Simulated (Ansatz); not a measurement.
A nudged elastic band was laid between two geometries of AlH6NSe (9 atoms, charge 0, multiplicity 1).

Method: Ansatz 0.2.0, RKS B3LYP-D4/def2-SVP.

```
movable images  : 1
climbing image  : no
spring          : 5.0 eV/Å²
optimiser       : quadratic models (default)
start path      : through a guess of the saddle point
force threshold : 0.05 eV/Å
iteration limit : 60
end points      : relaxed
```

Image 0:

```xyz
9
Properties=species:S:1:pos:R:3
Al 0.136 0.857 -0.651
N 1.254 -0.527 -0.845
H -1.082 0.948 -1.668
H 0.668 2.099 0.188
H -0.629 -0.370 2.394
Se -1.660 0.139 1.467
H 2.154 -0.617 -0.384
H 1.118 -1.304 -1.485
H -1.958 -1.224 0.985
```

Image 2:

```xyz
9
Properties=species:S:1:pos:R:3
Al -0.343 0.889 -0.277
N 1.070 -0.643 -0.160
H -0.995 0.590 -1.698
H 0.587 2.157 -0.029
H 0.809 -1.214 0.651
Se -1.669 0.329 1.633
H 2.021 -0.299 -0.005
H 1.089 -1.253 -0.981
H -2.569 -0.555 0.865
```

Question: What changes between the two ends?

Answer: Bonds broken: H5–Se6. Bonds formed: N2–H5.

Question: Give the energies along the band, and the barrier.

Answer: The forces met the threshold. The highest image is number 1 of 0 to 2, 3.5 kJ/mol above the first end and 125.7 kJ/mol above the last; the last end lies 122.2 kJ/mol below the first. Neighbouring images differ by up to 1.3 eV, so the band resolves the path poorly. No image climbed, so the highest image needn't sit at the top of the path. So few images can step over the top or miss a turn of the path. The orbitals stay closed-shell, which can raise the energy where a bond breaks towards radicals; this wasn't checked here.

```
image  path coordinate (Å)  energy (kJ/mol)  H5–Se6 (Å)  N2–H5 (Å)
    0                 0.00              0.0        1.48       3.75
    1                 1.87              3.5        1.48       2.85
    2                 3.75           -122.2        3.08       1.03
```

Question: What is the geometry of the highest image?

Answer: 
```xyz
9
Properties=species:S:1:pos:R:3
Al 0.100 0.882 -0.620
N 1.331 -0.427 -0.620
H -1.162 0.671 -1.561
H 0.538 2.291 -0.036
H -0.547 -1.261 1.358
Se -1.277 -0.049 1.775
H 2.266 -0.345 -0.234
H 1.266 -1.287 -1.157
H -2.516 -0.476 1.095
```

The run took 35 s on 2 threads of Intel(R) Xeon(R) Platinum 8488C (Sapphire Rapids) (shared host), peak memory 0.22 GiB.
